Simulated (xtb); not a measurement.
HSb (SMILES [SbH]), triplet, geometry from GFN2-xTB; xtb with GFN2-xTB.

The xtb input:
```
$ xtb mol.xyz --gfn 2 --uhf 2 --etemp 3000 --json

# file mol.xyz
2

Sb    -0.00000000    -0.00000000    -0.03385819
H      0.00000000     0.00000000     1.72676754
```

**Question.** Write the output that xtb gives for this input, abridged.

**Answer.** 
```
   ID    Z sym.   atoms
    1   51 Sb     1
    2    1 H      2

           -------------------------------------------------
          |                Calculation Setup                |
           -------------------------------------------------

           -------------------------------------------------
          |                 G F N 2 - x T B                 |
           -------------------------------------------------

          ...................................................
          :                      SETUP                      :
          :.................................................:
          :  # basis functions                  11          :
          :  # atomic orbitals                  10          :
          :  # shells                            4          :
          :  # electrons                         6          :
          :  max. iterations                   250          :
          :  Hamiltonian                  GFN2-xTB          :
          :  restarted?                      false          :
          :  GBSA solvation                  false          :
          :  PC potential                    false          :
          :  electronic temp.         3000.0000000     K    :
          :  accuracy                    1.0000000          :
          :  -> integral cutoff          0.2500000E+02      :
          :  -> integral neglect         0.1000000E-07      :
          :  -> SCF convergence          0.1000000E-05 Eh   :
          :  -> wf. convergence          0.1000000E-03 e    :
          :  Broyden damping             0.4000000          :
          :  net charge                          0          :
          :  unpaired electrons                  2          :
          ...................................................

 iter      E             dE          RMSdq      gap      omega  full diag
   1     -2.6656155 -0.266562E+01  0.342E+00    3.30       0.0  T
   2     -2.6735534 -0.793799E-02  0.429E+00    3.48       1.0  T
   3     -2.6737411 -0.187637E-03  0.398E+00    3.49       1.0  T
   4     -2.6739450 -0.203909E-03  0.959E-02    3.43       1.0  T
   5     -2.6739456 -0.601429E-06  0.256E-02    3.43       2.8  T
   6     -2.6739456 -0.325728E-07  0.479E-04    3.44     147.7  T
   7     -2.6739456 -0.190362E-09  0.412E-04    3.44     171.6  T

   *** convergence criteria satisfied after 7 iterations ***

 transition dipole moment (au) for excitation:           3           4
     X       Y       Z
[...]
         :: total energy              -2.672155933780 Eh    ::
[...]
         3        1.0034           -0.2914344              -7.9303
         4        1.0034           -0.2914344              -7.9303 (HOMO)
         5        0.0018           -0.1651744              -4.4946 (LUMO)
         6                          0.0031763               0.0864
         7                          0.0031763               0.0864
         8                          0.0047958               0.1305
         9                          0.0047958               0.1305
        10                          0.3912115              10.6454
      -------------------------------------------------------------
                  HL-Gap            0.1262600 Eh            3.4357 eV
             Fermi-level           -0.2840539 Eh           -7.7295 eV

     #   Z          covCN         q      C6AA      α(0)
     1  51 Sb       0.920     0.131   445.364    42.071
     2   1 H        0.920    -0.131     6.768     4.069

 Mol. C6AA /au·bohr⁶  :        559.635332
 Mol. C8AA /au·bohr⁸  :      51747.233845
 Mol. α(0) /au        :         46.139376

Wiberg/Mayer (AO) data.
largest (>0.10) Wiberg bond orders for each atom

 ---------------------------------------------------------------------------
     #   Z sym  total        # sym  WBO       # sym  WBO       # sym  WBO
 ---------------------------------------------------------------------------
     1  51 Sb   0.973 --     2 H    0.973
     2   1 H    0.973 --     1 Sb   0.973
 ---------------------------------------------------------------------------

Topologies differ in total number of bonds
Writing topology from bond orders to xtbtopo.mol

molecular dipole:
                 x           y           z       tot (Debye)
 q only:        0.000       0.000      -0.434
   full:       -0.000      -0.000      -0.378       0.961
molecular quadrupole (traceless):
                xx          xy          yy          xz          yz          zz
 q only:        0.695       0.000       0.695       0.000       0.000      -1.390
  q+dip:        0.301       0.000       0.301       0.000      -0.000      -0.601
   full:        0.581      -0.000       0.581       0.000      -0.000      -1.162

           -------------------------------------------------
          | TOTAL ENERGY               -2.672155933780 Eh   |
          | GRADIENT NORM               0.000688565551 Eh/α |
          | HOMO-LUMO GAP               3.435709072928 eV   |
           -------------------------------------------------

normal termination of xtb
```
